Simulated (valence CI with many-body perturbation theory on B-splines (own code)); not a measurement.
## Level structure of Gd33+

Method: relativistic CI+MBPT: three valence electrons over a frozen Dirac-Fock core [Ar] 3d10, a basis of 11 s, 11 p, 10 d, 8 f, 5 g, 2 h functions for each j, with the one-electron correlation potential Σ1 (screened to all orders), the two-electron term Σ2, the three-electron term Σ3, Breit, model QED; selected single and double excitations, second order for the rest, scaled by the run's own slope (own B-spline code, finite nucleus).

No measured spectrum was set against this ion. As an estimate, large intervals hold to a few tenths of a per cent, small ones and those within an open d or f shell to about a per cent.

Levels 1 to 45 of 182, with energies above the lowest level, (4s^2 4p1/2) J=1/2. "Leading %" is the weight of the configuration and term that name the level; weights of strongly mixed levels are sums over their largest components and can fall short, so below about 35 % the name and the second component can differ from the true leading terms, or belong to a minority configuration. In the jj column 3d3/2^4 stands for four electrons in 3d with j = 3/2. Lifetimes count E1, E2, E3, M1 and M2 decay at the calculated energies, and are blank where another channel may lead or the interval is too uncertain; long ones can be off by a factor of two.

```csv
No.,Configuration,Term,J,E (eV),Leading %,Leading jj,Lifetime,Second component
1,4s²4p,²P°,1/2,0.00,99,4s^2 4p1/2 (99 %),,
2,4s²4p,²P°,3/2,44.85,99,4s^2 4p3/2 (99 %),2.31 μs,
3,4s4p²,⁴P,1/2,72.20,66,4s 4p1/2^2 (94 %),71.7 ps,24 % 4s4p² ²S
4,4s4p²,⁴P,3/2,107.54,93,4s 4p1/2 4p3/2 (99 %),572 ps,5 % 4s4p² ²D
5,4s4p²,²D,5/2,113.93,52,4s 4p1/2 4p3/2 (96 %),132 ps,47 % 4s4p² ⁴P
6,4s4p²,²D,3/2,123.43,70,4s 4p1/2 4p3/2 (93 %),7.87 ps,24 % 4s4p² ²P
7,4s4p²,²P,1/2,126.47,71,4s 4p1/2 4p3/2 (92 %),3.54 ps,22 % 4s4p² ⁴P
8,4s4p²,⁴P,5/2,155.18,51,4s 4p3/2^2 (90 %),92.3 ps,41 % 4s4p² ²D
9,4s²4d,²D,3/2,167.26,60,4s^2 4d3/2 (60 %),2.29 ps,35 % 4s4p² ²P
10,4s4p²,²S,1/2,171.39,69,4s 4p3/2^2 (97 %),5.21 ps,18 % 4s4p² ²P
11,4s4p²,²P,3/2,177.16,38,4s 4p3/2^2 (63 %),2.02 ps,35 % 4s²4d ²D
12,4s²4d,²D,5/2,181.38,90,4s^2 4d5/2 (90 %),3.06 ps,7 % 4s4p² ²D
13,4p³,²P°,3/2,197.22,43,4p1/2^2 4p3/2 (93 %),6.75 ps,27 % 4p³ ²D°
14,4s4p4d,⁴F°,3/2,226.76,78,4s 4p1/2 4d3/2 (95 %),31.5 ps,14 % 4s4p4d ²D°
15,4s4p4d,⁴F°,5/2,230.24,38,4s 4p1/2 4d3/2 (75 %),92.4 ps,22 % 4s4p4d ²D°
16,4p³,⁴S°,3/2,235.07,49,4p1/2 4p3/2^2 (79 %),4.03 ps,30 % 4p³ ²D°
17,4p³,²D°,5/2,237.66,47,4p1/2 4p3/2^2 (47 %),8.35 ps,34 % 4s4p4d ⁴F°
18,4s4p4d,⁴D°,1/2,242.21,68,4s 4p1/2 4d3/2 (94 %),1.72 ps,24 % 4s4p4d ²P°
19,4s4p4d,⁴D°,3/2,242.60,47,4s 4p1/2 4d3/2 (69 %),2.07 ps,28 % 4s4p4d ⁴P°
20,4s4p4d,⁴P°,5/2,244.48,48,4s 4p1/2 4d5/2 (84 %),3.74 ps,23 % 4s4p4d ⁴D°
21,4s4p4d,⁴F°,7/2,245.36,59,4s 4p1/2 4d5/2 (90 %),8.83 ps,20 % 4s4p4d ⁴D°
22,4p³,²P°,1/2,246.93,93,4p1/2 4p3/2^2 (93 %),3.97 ps,6 % 4s4p4d ²P°
23,4s4p4d,²F°,5/2,255.38,69,4s 4p1/2 4d5/2 (68 %),4.12 ps,14 % 4p³ ²D°
24,4s4p4d,²D°,3/2,259.18,38,4s 4p1/2 4d5/2 (57 %),2.03 ps,37 % 4s4p4d ²P°
25,4s4p4d,⁴D°,3/2,278.03,32,4s 4p3/2 4d3/2 (81 %),2.65 ps,28 % 4s4p4d ⁴P°
26,4s4p4d,⁴D°,5/2,278.57,55,4s 4p3/2 4d3/2 (92 %),2.06 ps,16 % 4s4p4d ⁴F°
27,4s4p4d,⁴P°,1/2,278.70,88,4s 4p3/2 4d3/2 (98 %),2.50 ps,12 % 4s4p4d ⁴D°
28,4s4p4d,⁴F°,9/2,279.46,100,4s 4p3/2 4d5/2 (100 %),2.93 μs,
29,4s4p4d,⁴D°,7/2,279.98,49,4s 4p3/2 4d3/2 (66 %),2.46 ps,34 % 4s4p4d ⁴F°
30,4p³,²P°,3/2,282.33,26,4p3/2^3 (46 %),4.10 ps,24 % 4s4p4d ⁴P°
31,4s4p4d,²D°,3/2,288.35,66,4s 4p3/2 4d3/2 (62 %),1.80 ps,15 % 4s4p4d ⁴P°
32,4s4p4d,²D°,5/2,288.94,48,4s 4p3/2 4d5/2 (97 %),4.22 ps,36 % 4s4p4d ⁴P°
33,4s4p4d,²F°,5/2,291.88,62,4s 4p3/2 4d3/2 (71 %),2.21 ps,22 % 4s²4f ²F°
34,4s4p4d,²F°,7/2,295.62,77,4s 4p3/2 4d5/2 (69 %),2.52 ps,17 % 4s4p4d ⁴D°
35,4s4p4d,²F°,7/2,295.98,64,4s 4p3/2 4d5/2 (80 %),8.61 ps,17 % 4s²4f ²F°
36,4s4p4d,²P°,1/2,297.32,77,4s 4p3/2 4d3/2 (84 %),1.47 ps,18 % 4s4p4d ⁴D°
37,4s4p4d,²P°,1/2,304.60,91,4s 4p3/2 4d5/2 (84 %),2.60 ps,5 % 4p³ ²P°
38,4s4p4d,²P°,3/2,307.56,83,4s 4p3/2 4d5/2 (94 %),2.07 ps,5 % 4s4p4d ⁴D°
39,4s4p4d,²D°,5/2,307.89,70,4s 4p3/2 4d5/2 (70 %),1.52 ps,12 % 4s²4f ²F°
40,4s4p4d,²D°,3/2,309.68,33,4s 4p3/2 4d5/2 (34 %),1.32 ps,24 % 4s4p4d ²P°
41,4p²4d,⁴F,3/2,313.68,41,4p1/2^2 4d3/2 (97 %),10.6 ps,26 % 4p²4d ²D
42,4s²4f,²F°,5/2,318.45,64,4s^2 4f5/2 (64 %),1.62 ps,28 % 4s4p4d ²F°
43,4s²4f,²F°,7/2,318.89,75,4s^2 4f7/2 (75 %),2.02 ps,21 % 4s4p4d ²F°
44,4p²4d,⁴D,5/2,326.64,24,4p1/2^2 4d5/2 (91 %),6.16 ps,24 % 4p²4d ²D
45,4p²4d,²F,5/2,350.06,52,4p1/2 4p3/2 4d3/2 (91 %),10.1 ps,39 % 4p²4d ⁴F
```

Where two levels of one J and parity lie close, their mixing, g and order are uncertain.

The ionisation energy to 4s² ¹S0 of the next ion comes out as 1370.2 eV (NIST: 1368 ± 5 eV (theoretical)). All 182 levels together are meant to be complete up to 547.87 eV.
